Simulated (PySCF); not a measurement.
A structure optimised at B3LYP-D3(BJ)/def2-SVP, used in a PySCF frequency run:

```
S
O 1 1.4446
O 1 1.4446 2 124.90
O 1 1.6241 2 108.52 3 125.43
H 4 0.9734 1 108.21 2 27.01
O 1 1.6241 2 105.61 5 96.55
H 6 0.9734 1 108.21 2 163.07
```

Task: Write its SMILES, formula and point group.

Result: O=S(=O)(O)O, H₂O₄S, C2

Task: What are its rotational constants (standard atomic weights)?

Result: 4.8999, 4.8230, 4.6472 GHz
